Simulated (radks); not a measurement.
Results of a calculation; reference values are marked as such.
H-, configuration [He]. Level of theory: non-relativistic Kohn-Sham, PBEsol, spin-polarised, spherical densities, point nucleus; Watson sphere of charge +1 and radius 3 bohr (a radial shooting solver on a logarithmic mesh with Libxc functionals).

Radial electron density D(r) = 4 pi r^2 rho(r):

r (bohr),D(r) (e/bohr)
0.104,0.03984
0.1231,0.05368
0.1444,0.07085
0.1695,0.09285
0.1989,0.1207
0.2352,0.1572
0.2761,0.1999
0.324,0.2509
0.3832,0.3133
0.4497,0.3802
0.5278,0.4524
0.6193,0.5264
0.7326,0.6006
0.8597,0.6620
1.009,0.7076
1.193,0.7322
1.401,0.7290
1.644,0.6979
1.929,0.6396
2.282,0.5521
2.677,0.4483
3.142,0.3304
3.717,0.2075
4.362,0.1143
5.119,0.05350
6.007,0.02088
7.106,0.006173
8.338,0.001492

D(r) has 1 maximum, at r = 1.27 bohr.
